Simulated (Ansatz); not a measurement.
SiCl(vinyl)3 (C₆H₉ClSi), relaxed as a singlet with RKS PBE-D4/def2-SVP in Ansatz, starting from the GFN2-xTB geometry. Force threshold 0.02 eV/Å.

Start:

```xyz
17

Si    0.004   -0.008   -0.100
Cl    0.060   -0.105   -2.130
C     0.063    1.803    0.443
C     0.035    2.846   -0.373
H     0.123    1.985    1.509
H    -0.022    2.725   -1.443
H     0.071    3.863   -0.014
C     1.493   -0.931    0.613
C     2.473   -1.465   -0.100
H     1.534   -1.020    1.692
H     2.484   -1.408   -1.176
H     3.304   -1.983    0.354
C    -1.593   -0.806    0.522
C    -2.494   -1.407   -0.240
H    -1.772   -0.758    1.589
H    -2.370   -1.481   -1.308
H    -3.394   -1.847    0.162
```

```json
{"step": "1", "energy (eV)": "-26740.2278", "largest force component (eV/Å)": "1.422", "SCF passes": "19"}
{"step": "2", "energy (eV)": "-26740.4067", "largest force component (eV/Å)": "0.357", "SCF passes": "21"}
{"step": "3", "energy (eV)": "-26740.4180", "largest force component (eV/Å)": "0.087", "SCF passes": "20"}
{"step": "4", "energy (eV)": "-26740.4181", "largest force component (eV/Å)": "0.088", "SCF passes": "13"}
{"step": "5", "energy (eV)": "-26740.4203", "largest force component (eV/Å)": "0.016", "SCF passes": "19"}
```

Force components are those of the run's own axes.

End:

```xyz
17

Si    0.002   -0.004   -0.050
Cl    0.059   -0.103   -2.146
C     0.033    1.800    0.462
C     0.053    2.845   -0.387
H     0.033    2.009    1.551
H     0.055    2.695   -1.481
H     0.070    3.890   -0.030
C     1.502   -0.902    0.630
C     2.463   -1.479   -0.117
H     1.594   -0.955    1.733
H     2.423   -1.457   -1.220
H     3.327   -1.995    0.337
C    -1.576   -0.826    0.543
C    -2.498   -1.398   -0.256
H    -1.754   -0.833    1.637
H    -2.373   -1.419   -1.352
H    -3.412   -1.868    0.148
```

By distances, no bond broke or formed. The bond that changes most is Si1–Cl2, from 2.03 to 2.10 Å (atoms count from 1).

No frequencies were taken in this run, so the end may be a saddle point.

Run time 5.5 s (4 threads of Intel Xeon 6975P-C on a shared host).
